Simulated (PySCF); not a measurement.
Molecule: `C=C(COC)OC`, C5H10O2.

Cartesian coordinates in Å; atom numbers follow the order of the lines, from 1:
```xyz
17

C     0.753   -0.789    1.093
C     0.403    0.279    0.390
C    -0.932    0.975    0.568
O    -1.984    0.119    0.933
C    -2.394   -0.744   -0.100
O     1.143    0.917   -0.563
C     2.446    0.441   -0.803
H     1.693   -1.298    0.982
H     0.067   -1.183    1.819
H    -0.854    1.707    1.379
H    -1.164    1.512   -0.363
H    -1.587   -1.419   -0.405
H    -2.731   -0.177   -0.976
H    -3.224   -1.325    0.297
H     2.872    1.101   -1.556
H     2.431   -0.585   -1.183
H     3.054    0.480    0.106
```

Frames of a GFN2-xTB Langevin trajectory at 300 K; GIAO PBE0/pcSseg-1 shieldings in PySCF, gas phase, non-relativistic; equivalent atoms averaged within each frame.

δ = σ(ref) − σ, references computed at the same level: TMS for 13C (σ = 186.93 ppm), 1H (σ = 31.72 ppm); 17O (σ = 336.08 ppm) against H2O. The references are static minima.

Task: How do the shifts (ppm) fluctuate along the trajectory?

Result: 
```tsv
time (fs)	C2	C1	C3	C7	C5	O6	O4	H9	H8	H15/H16/H17
250	170.7	87.1	74.7	62.7	60.8	132.6	24.7	5.04	4.82	4.79
425	187.4	92.5	72.8	56.8	60.9	142.5	28.7	5.08	4.61	3.78
625	172.6	85.5	83.4	65.0	59.8	133.4	28.0	4.55	3.81	4.93
800	173.1	93.7	75.3	60.4	55.4	139.2	28.3	4.74	4.93	3.64
1000	177.1	82.4	78.4	56.3	68.7	128.6	30.7	3.75	4.33	3.85
mean of frames	176.2	88.3	77.0	60.2	61.1	135.3	28.1	4.63	4.50	4.20
standard deviation	6.7	4.8	4.2	3.8	4.8	5.5	2.2	0.54	0.45	0.61
```

5 frames give an uncertainty of the mean of about the standard deviation over 2.2 at best, since frames this close in time may not be independent; classical motion lacks zero-point vibration, and the reference would need the same averaging.
